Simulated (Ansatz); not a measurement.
Al₁₀As₁₀H₃₀, a nanocrystal cut from zinc blende AlAs (hydrogen-capped), relaxed as a singlet with RKS r2SCAN-D4/def2-SVP in Ansatz, starting from the GFN2-xTB geometry. Force threshold 0.03 eV/Å.

Single mean-field runs in def2-SVP are fitted with def2-universal-jkfit.

Start:

```xyz
50

Al    2.808    1.151   -1.057
Al    3.411   -1.872    2.609
Al   -0.351    2.945    1.349
Al    0.217   -0.284    4.876
Al    2.812   -2.815   -2.397
Al   -1.019    1.597   -2.390
Al    0.286   -2.763   -3.604
Al   -0.199   -1.004    0.627
Al   -3.945    0.820    2.166
Al   -4.424   -0.372   -1.040
As    3.842   -0.405    0.629
As    3.303   -0.382   -2.960
As    0.442    1.406   -0.400
As    0.973   -1.367    2.767
As   -0.235    1.827    3.585
As   -2.864    2.982    1.405
As    0.692   -2.449   -1.166
As   -1.020   -0.552   -3.664
As   -3.459    1.810   -1.884
As   -2.684   -0.737    0.694
H     3.676    2.452   -1.103
H     3.605   -3.382    2.249
H     4.194   -1.234    3.810
H     0.285    4.364    1.502
H     1.434    0.041    5.810
H    -1.042   -0.949    5.502
H     4.135   -2.989   -1.533
H     2.363   -4.124   -3.205
H    -0.542    2.675   -3.430
H     1.541   -2.301   -4.540
H    -0.655   -3.889   -4.120
H    -3.369    0.792    3.644
H    -5.492    0.880    1.940
H    -4.054   -1.169   -2.366
H    -5.918   -0.344   -0.619
H     5.263    0.102    0.641
H     3.454    0.690    1.635
H     4.785   -0.276   -2.688
H     3.472    0.260   -4.314
H     0.473   -2.811    2.839
H     1.285    1.795    3.388
H    -0.106    3.100    4.391
H    -2.866    3.653    2.757
H    -3.619    4.151    0.809
H     0.564   -3.868   -0.624
H     0.471   -0.114   -3.563
H    -1.101    0.163   -5.001
H    -3.835    1.644   -3.339
H    -3.944    3.247   -1.897
H    -3.042   -2.099    1.281
```

Problem. Estimate the energy that the relaxation releases and the steps that it takes.

Solution. 295.3 kJ/mol, in 23 steps; 3.1 min on 5 threads of AMD EPYC 7R13 on a shared host and a share (37 GiB) of an NVIDIA H100 80GB HBM3. The force fell under the threshold at step 21, but the optimiser went on and released 0.003 eV more. No frequencies were taken in this run, so the end may be a saddle point.

Problem. Does the start keep its bonding and symmetry?

Solution. By distances, no bond broke or formed. The bond that changes most is Al8–As13, from 2.70 to 2.47 Å (atoms count from 1).

Problem. Predict the relaxed structure.

Solution. 
Cartesian coordinates in Å:
```
Al 2.7493 1.2366 -0.9259
Al 3.3280 -1.4339 2.8239
Al -0.0498 2.8433 1.3596
Al -0.0870 -0.1100 4.3005
Al 2.8275 -2.8969 -1.5060
Al -0.8995 1.8415 -2.3890
Al -0.3255 -2.5296 -3.8173
Al -0.3348 -1.1169 0.3722
Al -4.0257 0.5888 2.1166
Al -3.9388 -0.8995 -1.5207
As 4.0106 0.2284 1.0033
As 3.1937 -0.6075 -2.5414
As 0.3453 1.1366 -0.3780
As 0.8418 -1.5493 2.4908
As 1.0242 2.0075 3.4495
As -2.4239 2.5832 2.1539
As 0.3465 -2.6821 -1.4021
As -0.7451 -0.0199 -4.0742
As -3.3223 1.5381 -1.8891
As -2.7769 -1.0512 0.6786
H 3.2968 2.6737 -1.3193
H 4.0802 -2.8086 2.5806
H 3.5327 -0.5602 4.1474
H 0.2938 4.3341 0.9367
H 0.4152 -0.5226 5.7482
H -1.6002 0.3168 4.0022
H 3.5178 -2.5988 -0.0928
H 3.3051 -4.0718 -2.4626
H -0.4747 3.2471 -2.9922
H 1.0360 -2.7038 -4.6371
H -1.6487 -3.3235 -4.1828
H -4.2847 0.0924 3.6017
H -5.1987 1.1464 1.1822
H -3.0664 -1.5263 -2.7063
H -5.5088 -1.1116 -1.4068
H 5.2857 -0.2707 0.3661
H 4.6201 1.4305 1.6929
H 4.6207 -0.4064 -2.9935
H 2.5153 -0.3615 -3.8659
H 0.4297 -2.9559 2.8618
H 2.5259 1.9614 3.3255
H 0.9257 3.1499 4.4318
H -2.3877 3.1269 3.5623
H -3.1353 3.7637 1.5283
H -0.1386 -4.0305 -0.9189
H 0.2420 0.5106 -5.0929
H -1.9830 0.1623 -4.9204
H -4.0484 2.1460 -3.0661
H -3.7865 2.5064 -0.8292
H -3.1187 -2.4237 1.2135
```
Bond lengths (bridged metal pairs left out): 25 × Al–As 2.46 to 2.56 Å; 15 × As–H 1.51 Å; 15 × Al–H 1.59 to 1.60 Å.
